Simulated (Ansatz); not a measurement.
C3H6ClFSi (`C=CC[SiH](F)Cl`): the same geometry under several functionals.

```yaml
crystal:
  periodic: [false, false, false]
  atoms:
    - {symbol: C, position_ang: [-1.266535, -1.517356, 0.555336]}
    - {symbol: C, position_ang: [-0.471844, -0.947294, -0.341050]}
    - {symbol: C, position_ang: [0.811866, -0.253770, -0.028810]}
    - {symbol: Si, position_ang: [0.601747, 1.593322, -0.073898]}
    - {symbol: F, position_ang: [2.002747, 2.293811, 0.220465]}
    - {symbol: Cl, position_ang: [-0.009886, 2.187640, -1.932195]}
    - {symbol: H, position_ang: [-2.201160, -1.980825, 0.263881]}
    - {symbol: H, position_ang: [-1.008159, -1.547442, 1.609358]}
    - {symbol: H, position_ang: [-0.774425, -0.939267, -1.385358]}
    - {symbol: H, position_ang: [1.598315, -0.521557, -0.742488]}
    - {symbol: H, position_ang: [1.168666, -0.514127, 0.973616]}
    - {symbol: H, position_ang: [-0.374334, 2.091665, 0.915042]}
basis:
  gaussian: {orbitals: def2-TZVPP}
hamiltonian: {xc: {name: wB97X-V}}
output: {orbitals: {seedname: orbitals}}
```

```sh
$ ansatz run in.yaml --threads 2 --pin off --events-out ev --progress --plain --max-ram 22528MiB --backend cuda --devices 0, --max-vram 18GiB
```

Shortened log:

```
Functional definition: wB97X-V
1651 factors; their error is unknown
361 factors; integrals over basis functions are off by at most 2.3e-5 eV
mean field evaluation 1: about -26322.2353 eV, gradient 4.9e1 eV
mean field evaluation 2: about -26324.2405 eV, gradient 4.2e1 eV
mean field evaluation 4: about -26327.1352 eV, gradient 2.0e0 eV
mean field evaluation 8: about -26327.1569 eV, gradient 1.2e-1 eV
mean field evaluation 16: about -26327.1762 eV, gradient 3.0e-4 eV
mean field -26327.17617708 eV, -967.5058793069 hartree, gradient 2.2e-5 eV, S^2 0.000000; 0 other end points of the search recorded, 0 dependent functions left out
reference -26327.17617498 eV, -967.5058792295 hartree; 32, 32 occupied and 260, 260 virtual orbitals, 1651 factors
Total energy: -26327.17617498 eV, -967.5058792295 hartree
```

Run time 6.5 s (2 threads of an AMD EPYC 7R13 on a shared host and a share of an NVIDIA H100 80 GB); peak host memory 0.92 GiB.

The same input with `hamiltonian: {xc: {name: B2PLYP}}` (abridged; 5.5 s):

```
Functional definition: B2PLYP
mean field evaluation 16: about -26311.5933 eV, gradient 3.0e-4 eV
mean field -26311.59327458 eV, -966.9332182024 hartree, gradient 1.7e-6 eV, S^2 0.000000
14 core orbitals not correlated: weight in the atoms' cores, before any rotation towards them, 1.000 or more for the frozen orbitals, at most 0.000 for the correlated occupied ones
second order -34.54577607 eV of doubles, -0.00000000 eV of singles
Total energy: -26320.92081988 eV, -967.2759991696 hartree
```
